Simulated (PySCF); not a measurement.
Basis and Hamiltonian dependence of the excitation energy of Sn

Sn [Kr] 4d10 5s2 5p2 (3P) → Sn [Kr] 4d10 5s2 5p1 6s1 (3P). All values are computed (PySCF 2.14, energy differences of UHF-based or UKS calculations, no spin-orbit coupling). Values in eV.

| basis | Hamiltonian | functions | UHF | PBE | PBE0 | MP2 (valence) | CCSD(T) (valence) |
| --- | --- | --- | --- | --- | --- | --- | --- |
| aug-cc-pVDZ-PP with ECP28MDF | ECP | 32 | 4.226 | 4.150 | 4.263 | 4.252 | 4.248 |
| aug-cc-pwCVDZ-PP with ECP28MDF | ECP | 48 | 4.225 | 4.144 | 4.258 | 4.256 | 4.254 |
| aug-cc-pVTZ-PP with one added diffuse shell each of d, f type with ECP28MDF | ECP | 67 | 4.147 | 4.090 | 4.206 | 4.258 | 4.264 |
| def2-QZVPPD with the def2 core potential (28 electrons) | ECP | 88 | 4.116 | 4.084 | 4.196 | 4.254 | 4.256 |
| aug-cc-pVQZ-PP with ECP28MDF | ECP | 92 | 4.095 | 4.074 | 4.185 | 4.239 | 4.240 |
| aug-cc-pwCVTZ-PP with ECP28MDF | ECP | 96 | 4.143 | 4.099 | 4.211 | 4.256 | 4.263 |
| aug-cc-pVQZ-DK3 | spin-free X2C | 102 | 4.100 | 4.089 | 4.198 | 4.241 | 4.241 |
| aug-cc-pVQZ-PP with one added diffuse shell each of s, p, d, f, g type with ECP28MDF | ECP | 117 | 4.046 | 4.060 | 4.169 | 4.208 | n/a |
| aug-cc-pwCVTZ-DK3 with one added diffuse shell each of s, p, d, f type | spin-free X2C | 125 | 4.047 | 4.075 | 4.181 | 4.187 | n/a |
| dyall-av2z | non-relativistic | 130 | 4.369 | 4.286 | 4.403 | 4.391 | 4.386 |

Frozen in the all-electron rows: valence: [Kr] 4d10; with a core potential, the same shells as far as they lie outside it.

Non-relativistic rows lack the scalar-relativistic shift.

Reference for a calculation without spin-orbit coupling: 4.275 eV (measured, between term centres; NIST).
